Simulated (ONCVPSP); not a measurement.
## Configuration tests for hafnium (ONCV)

hafnium (Hf), optimised norm-conserving Vanderbilt (ONCV), made with ONCVPSP 4.0.1 (PBE, scalar-relativistic). Core [Xe] 4f14, reference 5d2 6s1 6p1. Waves: 6s: rc 2.65 bohr, ncon 4, nbas 8, qcut 2.2 1/bohr, 3 projectors, debl 0.7 Ha; 6p: rc 3.50 bohr, ncon 4, nbas 8, qcut 2.5 1/bohr, 2 projectors, debl 3.7 Ha; 5d: rc 1.85 bohr, ncon 4, nbas 9, qcut 5.5 1/bohr, 3 projectors, debl 1.6 Ha. Local part: polynomial inside 1.35 bohr (lpopt 5, dvloc0 0 Ha). Core correction: Teter function, fcfact 5.5, rcfact 1.65.

Energies are relative to the spin-unpolarised reference configuration 5d2 6s1 6p1; without spin polarisation the order of configurations can differ from experiment.

```csv
valence configuration,charge,ΔE all-electron (eV),error AE − PS (meV)
5d2 6s2 6p0,0,-3.826,-26
5d2 6s0 6p1,+1,8.830,-69
```

(1) What are ΔE and the potential's error for 5d2 6s1 6p0?

(2) What are ΔE and the potential's error for 5d2 6s0 6p0?

Note: ghosts flagged at negative energy: s at -1090.4 eV, s at -18.3 eV; GHOST(+) flagged for p at 26.1 eV, s at 113.1 eV. A true bound ghost makes a file unfit for plane-wave use.

Results:

(1) ΔE = 4.151 eV all-electron; the error (AE − PS) is -79 meV.

(2) ΔE = 18.332 eV all-electron; the error (AE − PS) is -389 meV.
